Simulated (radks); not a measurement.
V4+, 19 electrons, occupied as [Ne] 3s1.75 3p6 3d1 4p0.25 (fractional occupations, a model configuration).

Calculated with a radial shooting solver on a logarithmic mesh with Libxc functionals: Dirac Kohn-Sham, exchange-only LDA, spin-unpolarised, spherical densities, point nucleus; open shells are shared between the two j in proportion to 2j + 1.

Energy parts (eV):
| part | energy |
|---|---|
| total | -25604.847 |
| kinetic | 25902.669 |
| electron-nucleus | -60030.717 |
| Hartree | 9604.394 |
| exchange | -1081.193 |

Orbitals (lengths in bohr, moments of r in powers of bohr; r(90%) holds 90 % of the orbital's charge):
\begin{tabular}{lrrrrr}
orbital & occ. & eigenvalue (eV) & r(90%) & <r^4> & small-component weight \\ \hline
1s1/2 & 2 & -5406.935 & 0.119 & 0.00009135 & 6.78e-03 \\
2s1/2 & 2 & -659.3251 & 0.480 & 0.02236 & 1.19e-03 \\
2p1/2 & 2 & -565.6686 & 0.449 & 0.01728 & 1.18e-03 \\
2p3/2 & 4 & -558.5961 & 0.452 & 0.01788 & 1.16e-03 \\
3s1/2 & 1.75 & -123.6098 & 1.37 & 1.496 & 2.70e-04 \\
3p1/2 & 2 & -97.6495 & 1.46 & 1.931 & 2.42e-04 \\
3p3/2 & 4 & -96.7174 & 1.47 & 1.986 & 2.39e-04 \\
3d3/2 & 0.4 & -56.1178 & 1.73 & 3.840 & 1.71e-04 \\
3d5/2 & 0.6 & -56.0158 & 1.74 & 3.866 & 1.70e-04 \\
4p1/2 & 0.0833333 & -32.3740 & 3.67 & 77.44 & 5.75e-05 \\
4p3/2 & 0.166667 & -32.2093 & 3.69 & 78.92 & 5.71e-05 \\
\end{tabular}

The highest occupied level is 4p3/2 at -32.209 eV. Summed over all electrons, <r^2> = 12.24 bohr^2, which gives a Langevin (diamagnetic) susceptibility term of -9.7 x 10^-6 cm^3/mol.
